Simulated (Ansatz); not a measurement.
Saddle point of SiH$_{6}$O$_{4}$, singlet (SiH₄O₄ ([OH][Si]([OH])([OH])[OH]) + H₂ → SiH₄O₃ ([OH][SiH]([OH])[OH]) + H₂O; bonds formed: Si1–H7, O2–H6; bonds broken: Si1–O2, H6–H7), PBE0-D4/def2-TZVP structure:

```xyz
11
angstrom
Si -0.2817 0.0419 -0.0486
O 0.9611 0.1909 1.2783
O -0.2606 -1.2477 -1.0741
O -1.3816 -0.5263 1.0453
O -0.9165 1.4799 -0.4948
H 1.5893 0.3128 0.3911
H 1.3165 0.5205 -0.7611
H 1.0531 -0.5700 1.8673
H 0.3529 -1.1543 -1.8047
H -2.0873 -1.0486 0.6626
H -0.3451 2.0008 -1.0611
```

Energies are electronic, without zero-point energy. Barriers and step energies count from the start structure reached by relaxing down the imaginary mode; all methods use the PBE0-D4 structures, on which another method's saddle can fall below an end. Program: Ansatz 0.2.0. Basis: def2-TZVPP, with def2-QZVPP for the basis limit. Cores are frozen in the correlated methods. B3LYP uses VWN-RPA correlation. Extrapolation: Hartree–Fock as exp(−7.88 √X), correlation as X^−2.97.

```
      method  barrier (eV)  step energy (eV)
       SPW92         1.700             0.409
      PBE-D4         2.107             0.542
     BLYP-D4         2.376             0.613
   r2SCAN-D4         2.296             0.693
      B97M-V         2.328             0.700
     PBE0-D4         2.266             0.592
    B3LYP-D4         2.471             0.638
  r2SCAN0-D4             ?             0.698
    BHLYP-D4         2.649             0.683
CAM-B3LYP-D4         2.459             0.629
     wB97X-V         2.425             0.650
     wB97M-V             ?             0.662
      B2PLYP         2.513             0.651
    PBE-QIDH             ?             0.651
  RPA on PBE         2.490             0.666
          HF         3.129             0.801
         MP2         2.496             0.695
        CCSD         2.590             0.683
     CCSD(T)         2.498             0.670
```

Q: Fill in the withheld barriers. (To be estimated.)

A: Computed: r2SCAN0-D4 2.392; PBE-QIDH 2.411; wB97M-V 2.383 eV. Each is the energy of the saddle less that of the start structure, by the same method.

For comparison, the barrier by CCSD(T) at an estimated basis limit (MP2 extrapolated from triple and quadruple zeta, plus CCSD(T) − MP2 in triple zeta) is 2.499 eV.

No T1 diagnostic of these runs exceeds 0.012.

Labels in which every atom is bracketed show which atoms are joined, not bond orders.

For scale, one of the runs: CCSD(T)/def2-TZVPP, 250 basis functions, launched by `ansatz run in.yaml --threads 8 --pin off --events-out ev --progress --plain --max-ram 19148MiB`. Time: 100 s of wall clock on 8 CPU threads of an Arm Neoverse V1; the host was shared. Peak host memory: 5.7 GiB.
